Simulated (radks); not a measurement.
Question: The mean radii <r> (bohr) of the occupied orbitals of an atom or ion are listed with their occupations. All-electron calculation, scalar-relativistic Kohn-Sham, MS2 meta-GGA, spin-polarised, spherical densities, finite nucleus; meta-GGA in the generalised Kohn-Sham scheme; Fermi nuclear charge, rms radius of each element as measured or else 0.836 A^(1/3) + 0.57 fm. Program: a radial shooting solver on a logarithmic mesh with Libxc functionals.

| orbital | occ. | <r> |
|---|---|---|
| 1s up | 1 | 0.02317 |
| 1s down | 1 | 0.02317 |
| 2s up | 1 | 0.09888 |
| 2s down | 1 | 0.09888 |
| 2p up | 3 | 0.08711 |
| 2p down | 3 | 0.08711 |
| 3s up | 1 | 0.2601 |
| 3s down | 1 | 0.2599 |
| 3p up | 3 | 0.2587 |
| 3p down | 3 | 0.2584 |
| 3d up | 5 | 0.2364 |
| 3d down | 5 | 0.2362 |
| 4s up | 1 | 0.5926 |
| 4s down | 1 | 0.5924 |
| 4p up | 3 | 0.6275 |
| 4p down | 3 | 0.6271 |
| 4d up | 5 | 0.6883 |
| 4d down | 5 | 0.6884 |
| 5s up | 1 | 1.436 |
| 5s down | 1 | 1.465 |
| 5p up | 3 | 1.684 |
| 5p down | 3 | 1.712 |
| 6s up | 1 | 4.330 |
| 6s down | 1 | 4.604 |
| 4f up | 5 | 1.041 |

Name the element and its charge. Open shells, if any, are filled with parallel spins first.

Answer: Z = 61, promethium, charge 0: Pm in [Xe] 4f5 6s2. The 1s radius gives Z: for a bare nucleus <r> = (2 gamma + 1)/(2Z) with gamma = sqrt(1 - (Z/c)^2), 0.02288 bohr for Z = 61, and screening makes it slightly larger (0.02317 here). The occupations add up to 61, and the charge is Z minus that.
